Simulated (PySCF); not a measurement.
C7H9O2P.
SMILES with atom numbers: `[CH3:1][C@@H:2]1[CH2:3][P@:4]1(=[O:5])[c:6]1[cH:7][cH:8][cH:9][o:10]1` (hydrogens: H11, H12, H13 on C1; H14 on C2; H15, H16 on C3; H17 on C7; H18 on C8; H19 on C9)

The same species was optimised twice, with GFN2-xTB and with PBE0-D3(BJ)/def2-SVP (PySCF), and the same property calculations (PySCF, gas phase) were run on both structures.

| coordinate | GFN2-xTB | PBE0-D3(BJ)/def2-SVP | change |
| --- | --- | --- | --- |
| P4=O5 (Å) | 1.468 | 1.493 | +0.025 |
| C3–P4 (Å) | 1.810 | 1.789 | -0.021 |
| C2–P4 (Å) | 1.816 | 1.796 | -0.020 |
| C7–C8 (Å) | 1.412 | 1.428 | +0.016 |
| C6–O10 (Å) | 1.349 | 1.356 | +0.007 |
| C9–O10 (Å) | 1.341 | 1.348 | +0.007 |
| C2–C3 (Å) | 1.564 | 1.560 | -0.004 |
| C8–C9 (Å) | 1.362 | 1.364 | +0.002 |
| C6–C7 (Å) | 1.369 | 1.367 | -0.002 |
| P4–C6 (Å) | 1.786 | 1.787 | +0.001 |
| C1–C2 (Å) | 1.505 | 1.506 | +0.001 |
| C3–P4–O5 (°) | 123.9 | 129.0 | +5.1 |
| C1–C2–C3 (°) | 117.1 | 120.7 | +3.6 |
| C2–P4–O5 (°) | 123.8 | 127.3 | +3.5 |
| C3–P4–C6 (°) | 112.1 | 109.3 | -2.8 |
| O5–P4–C6 (°) | 116.1 | 113.6 | -2.5 |
| C2–P4–C6 (°) | 114.0 | 112.0 | -2.0 |
| C1–C2–P4 (°) | 125.5 | 126.5 | +1.0 |
| C6–O10–C9 (°) | 106.8 | 107.3 | +0.5 |
| C3–P4–C6–C7 (°) | 158 | 162 | +4 |

Rotational constants: A = 1987, B = 944.0, C = 718.3 MHz (GFN2-xTB) against A = 1949, B = 949.3, C = 730.2 MHz (PBE0-D3(BJ)/def2-SVP). Point groups within 0.08 Å: C1 and C1.

On the GFN2-xTB structure: HOMO (eV) -6.72 [PBE0/pcSseg-1]; LUMO (eV) -0.80 [PBE0/pcSseg-1]; dipole (D) 4.09 [PBE0/pcSseg-1]; GIAO shielding of C1 (ppm) 171.6 [PBE0/pcSseg-1]; GIAO shielding of C2 (ppm) 161.7 [PBE0/pcSseg-1]; GIAO shielding of C3 (ppm) 165.3 [PBE0/pcSseg-1]; GIAO shielding of P4 (ppm) 396.4 [PBE0/pcSseg-1]; GIAO shielding of O5 (ppm) 312.4 [PBE0/pcSseg-1]; GIAO shielding of C6 (ppm) 38.5 [PBE0/pcSseg-1]; GIAO shielding of C7 (ppm) 51.9 [PBE0/pcSseg-1]; GIAO shielding of C8 (ppm) 67.8 [PBE0/pcSseg-1].

Task: What do these properties become on the PBE0-D3(BJ)/def2-SVP structure?

Result: 
```json
{"property": "HOMO (eV)", "level": "PBE0/pcSseg-1", "on GFN2-xTB": "-6.72", "on PBE0-D3(BJ)/def2-SVP": "-6.79", "change": "-0.07"}
{"property": "LUMO (eV)", "level": "PBE0/pcSseg-1", "on GFN2-xTB": "-0.80", "on PBE0-D3(BJ)/def2-SVP": "-0.72", "change": "+0.08"}
{"property": "dipole (D)", "level": "PBE0/pcSseg-1", "on GFN2-xTB": "4.09", "on PBE0-D3(BJ)/def2-SVP": "4.07", "change": "-0.02"}
{"property": "energy, GFN2-xTB geometry as zero (kcal/mol)", "level": "PBE0/pcSseg-1", "on GFN2-xTB": "0.0", "on PBE0-D3(BJ)/def2-SVP": "-1.9", "change": "-1.9"}
{"property": "GIAO shielding of C1 (ppm)", "level": "PBE0/pcSseg-1", "on GFN2-xTB": "171.6", "on PBE0-D3(BJ)/def2-SVP": "170.7", "change": "-0.9"}
{"property": "GIAO shielding of C2 (ppm)", "level": "PBE0/pcSseg-1", "on GFN2-xTB": "161.7", "on PBE0-D3(BJ)/def2-SVP": "163.2", "change": "+1.5"}
{"property": "GIAO shielding of C3 (ppm)", "level": "PBE0/pcSseg-1", "on GFN2-xTB": "165.3", "on PBE0-D3(BJ)/def2-SVP": "165.7", "change": "+0.4"}
{"property": "GIAO shielding of P4 (ppm)", "level": "PBE0/pcSseg-1", "on GFN2-xTB": "396.4", "on PBE0-D3(BJ)/def2-SVP": "390.4", "change": "-6.0"}
{"property": "GIAO shielding of O5 (ppm)", "level": "PBE0/pcSseg-1", "on GFN2-xTB": "312.4", "on PBE0-D3(BJ)/def2-SVP": "310.9", "change": "-1.5"}
{"property": "GIAO shielding of C6 (ppm)", "level": "PBE0/pcSseg-1", "on GFN2-xTB": "38.5", "on PBE0-D3(BJ)/def2-SVP": "36.9", "change": "-1.6"}
{"property": "GIAO shielding of C7 (ppm)", "level": "PBE0/pcSseg-1", "on GFN2-xTB": "51.9", "on PBE0-D3(BJ)/def2-SVP": "50.7", "change": "-1.2"}
{"property": "GIAO shielding of C8 (ppm)", "level": "PBE0/pcSseg-1", "on GFN2-xTB": "67.8", "on PBE0-D3(BJ)/def2-SVP": "66.4", "change": "-1.4"}
```

The heavy atoms differ by 0.071 Å rms after alignment. Among bonds between heavy atoms P4=O5 changes most (+0.025 Å). Changes are differences of the printed values. Neither structure is proved a minimum here.

Conformer computed: `[CH3:1][C@@H:2]1[CH2:3][P@:4]1(=[O:5])[c:6]1[cH:7][cH:8][cH:9][o:10]1`: C3–P4–C6–C7 162°.
